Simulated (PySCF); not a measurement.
A calculated (PBE, PySCF 2.14, aug-cc-pVTZ-DK, the spin-free X2C one-electron Hamiltonian (Gaussian nucleus)) atom or ion has these occupied shells.

| shell | electrons | orbital energy (eV) | rms radius, mean of both spins (bohr) |
| --- | --- | --- | --- |
| 1s α | 1 | -8889.5 | 0.0601 |
| 1s β | 1 | -8889.4 | 0.0601 |
| 2s α | 1 | -1109.6 | 0.255 |
| 2s β | 1 | -1108.2 | 0.255 |
| 2p α | 3 | -964.07 | 0.228 |
| 2p β | 3 | -963.07 | 0.228 |
| 3s α | 1 | -161.69 | 0.758 |
| 3s β | 1 | -159.01 | 0.758 |
| 3p α | 3 | -118.82 | 0.799 |
| 3p β | 3 | -116.19 | 0.799 |
| 3d α | 5 | -49.937 | 0.965 |
| 3d β | 3 | -48.059 | 0.965 |

Problem. Name the element and its charge.

Solution. Cu³⁺ (copper, charge +3), in [Ar] 3d8, high-spin 3F determinant.
